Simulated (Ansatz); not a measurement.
CH4ClGa (`[CH3][GaH][Cl]`), relaxed with RKS PBE0-D4/def2-TZVP in Ansatz from a GFN2-xTB geometry. The force threshold is 0.005 eV/Å; the program also tests the step.

Total charge 0; spin multiplicity 1.

Start:

```xyz
7

C     0.864    0.274    0.398
Ga   -0.836   -0.423   -0.468
Cl   -2.597    0.694   -0.396
H     1.250   -0.415    1.151
H     0.628    1.228    0.880
H     1.655    0.440   -0.337
H    -0.964   -1.800   -1.229
```

| step | energy (eV) | largest force (eV/Å) | largest move (Å) |
| --- | --- | --- | --- |
| 1 | -65992.8755 | 1.433 | 0.000 |
| 2 | -65992.9663 | 0.319 | 0.065 |
| 3 | -65992.9756 | 0.039 | 0.034 |
| 4 | -65992.9762 | 0.019 | 0.016 |
| 5 | -65992.9763 | 0.015 | 0.007 |
| 6 | -65992.9763 | 0.003 | 0.003 |

End:

```xyz
7

C     0.829    0.281    0.393
Ga   -0.759   -0.463   -0.465
Cl   -2.551    0.740   -0.362
H     1.217   -0.417    1.139
H     0.600    1.231    0.875
H     1.615    0.438   -0.350
H    -0.950   -1.809   -1.230
```

Run time 18 s (2 threads of a server CPU on a shared host); peak host memory 0.33 GiB.
